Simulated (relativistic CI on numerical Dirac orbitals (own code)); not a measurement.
**Crystal-field levels of Ru+, 4d7**

Calculated by Dirac-Coulomb-Breit CI, KLI orbitals optimised for each configuration, QED by a radiative potential, valence Slater integrals scaled by 0.7, one configuration in a parametric crystal field (own radial code).

Field parameters in Wybourne normalisation: D3d B²₀ = −7Dσ, B⁴₀ = −14Dq − 21Dτ, B⁴₃ = −14√(10/7) Dq; D4h B²₀ = −7Ds, B⁴₀ = 21(Dq − Dt), B⁴₄ = 21√(5/14) Dq; Oh B⁴₀ = 21Dq, B⁴₄ = √(5/14) B⁴₀; Td as Oh with Dq negative (B⁴₀ = 21Dq, B⁴₄ = √(5/14) B⁴₀). The field is a parameter set, without covalency.

S and J are read from ⟨S²⟩ = S(S + 1) and ⟨J²⟩ = J(J + 1) of each level; they are not fictitious spins.

Td, 10Dq = -4150 cm⁻¹, the lowest 10 levels:

```
E (cm⁻¹)  Degeneracy  Irrep     S     J
     0.0           4     Γ8  1.49  3.93
    3713           4     Γ8  1.47  4.19
    4096           2     Γ6  1.49  3.91
    4581           4     Γ8  1.49  3.27
    4777           2     Γ7  1.50  3.29
    6313           2     Γ6  1.47  4.04
    7086           4     Γ8  1.47  3.34
    7809           2     Γ7  1.47  2.74
    8098           4     Γ8  1.48  2.26
   10175           4     Γ8  0.56  4.43
```

D4h, 10Dq = 17600, Ds = 230, Dt = -410 cm⁻¹, the lowest 10 levels:

```tsv
E (cm⁻¹)	Degeneracy	Irrep	S	J
0.0	2	Γ7	0.52	3.96
1089	2	Γ6	0.53	3.97
8145	2	Γ6	1.49	3.77
8190	2	Γ7	1.50	3.52
10421	2	Γ6	1.49	3.83
10895	2	Γ6	1.49	3.38
11202	2	Γ7	1.50	3.13
11549	2	Γ7	1.49	2.99
16748	2	Γ7	0.52	3.84
17270	2	Γ6	0.52	4.67
```

Principal g values of the ground doublet: 2.09, 2.09, 2.39.

Td, 10Dq = -12100 cm⁻¹, the lowest 16 levels:

| E (cm⁻¹) | Degeneracy | Irrep | S | J |
| --- | --- | --- | --- | --- |
| 0.0 | 4 | Γ8 | 1.50 | 3.67 |
| 9810 | 4 | Γ8 | 0.80 | 4.20 |
| 10524 | 2 | Γ6 | 0.73 | 3.91 |
| 10953 | 4 | Γ8 | 0.64 | 3.76 |
| 12314 | 2 | Γ6 | 1.37 | 3.74 |
| 12420 | 4 | Γ8 | 1.42 | 3.36 |
| 12487 | 4 | Γ8 | 1.32 | 4.03 |
| 12544 | 2 | Γ7 | 1.49 | 3.22 |
| 15144 | 2 | Γ7 | 0.71 | 3.75 |
| 15915 | 4 | Γ8 | 0.75 | 3.52 |
| 17157 | 2 | Γ6 | 1.46 | 3.44 |
| 17695 | 4 | Γ8 | 1.47 | 2.89 |
| 18085 | 4 | Γ8 | 1.38 | 2.79 |
| 18142 | 2 | Γ7 | 1.38 | 2.97 |
| 21128 | 2 | Γ6 | 0.58 | 3.91 |
| 22475 | 4 | Γ8 | 0.51 | 4.56 |

Oh, 10Dq = 22900 cm⁻¹, the lowest 10 levels:

| E (cm⁻¹) | Degeneracy | Irrep | S | J |
| --- | --- | --- | --- | --- |
| 0.0 | 4 | Γ8 | 0.51 | 3.96 |
| 11461 | 2 | Γ6 | 1.50 | 4.12 |
| 11968 | 4 | Γ8 | 1.49 | 3.72 |
| 12906 | 2 | Γ7 | 1.50 | 2.87 |
| 12952 | 4 | Γ8 | 1.49 | 2.98 |
| 21006 | 4 | Γ8 | 0.51 | 4.52 |
| 21746 | 2 | Γ6 | 0.51 | 4.79 |
| 21826 | 4 | Γ8 | 0.51 | 3.92 |
| 22064 | 2 | Γ7 | 0.51 | 3.72 |
| 25076 | 4 | Γ8 | 0.51 | 2.88 |

D3d, 10Dq = 25000, Dσ = -970, Dτ = 390 cm⁻¹, the lowest 10 levels:

```json
{"E (cm⁻¹)": "0.0", "Degeneracy": "2", "Irrep": "Γ4", "S": "0.51", "J": "3.92"}
{"E (cm⁻¹)": "177", "Degeneracy": "2", "Irrep": "Γ5+Γ6", "S": "0.51", "J": "3.97"}
{"E (cm⁻¹)": "15308", "Degeneracy": "2", "Irrep": "Γ4", "S": "1.50", "J": "4.08"}
{"E (cm⁻¹)": "15705", "Degeneracy": "2", "Irrep": "Γ4", "S": "1.50", "J": "3.75"}
{"E (cm⁻¹)": "15995", "Degeneracy": "2", "Irrep": "Γ5+Γ6", "S": "1.49", "J": "3.58"}
{"E (cm⁻¹)": "16721", "Degeneracy": "2", "Irrep": "Γ4", "S": "1.50", "J": "2.86"}
{"E (cm⁻¹)": "16922", "Degeneracy": "2", "Irrep": "Γ5+Γ6", "S": "1.50", "J": "2.99"}
{"E (cm⁻¹)": "16950", "Degeneracy": "2", "Irrep": "Γ4", "S": "1.50", "J": "2.94"}
{"E (cm⁻¹)": "24860", "Degeneracy": "2", "Irrep": "Γ4", "S": "0.51", "J": "4.49"}
{"E (cm⁻¹)": "24911", "Degeneracy": "2", "Irrep": "Γ5+Γ6", "S": "0.51", "J": "4.51"}
```

Principal g values of the ground doublet: 0.14, 0.14, 1.69.

The free-ion ground term has S = 3/2. The field overcomes the spin-pairing energy for D4h, 10Dq = 17600, Ds = 230, Dt = -410 cm⁻¹; Oh, 10Dq = 22900 cm⁻¹; D3d, 10Dq = 25000, Dσ = -970, Dτ = 390 cm⁻¹, where the ground state has lower spin; these fields are assumed values.

Levels of this model without a field, named by their leading LS term (the scale mimics covalency, so terms lie below those of the real free ion): 4F_9/2 0, 4F_7/2 1431, 4F_5/2 2349, 4F_3/2 2932, 4P_3/2 9128, 4P_5/2 9201, 2G_9/2 9392, 4P_1/2 10128 cm⁻¹.
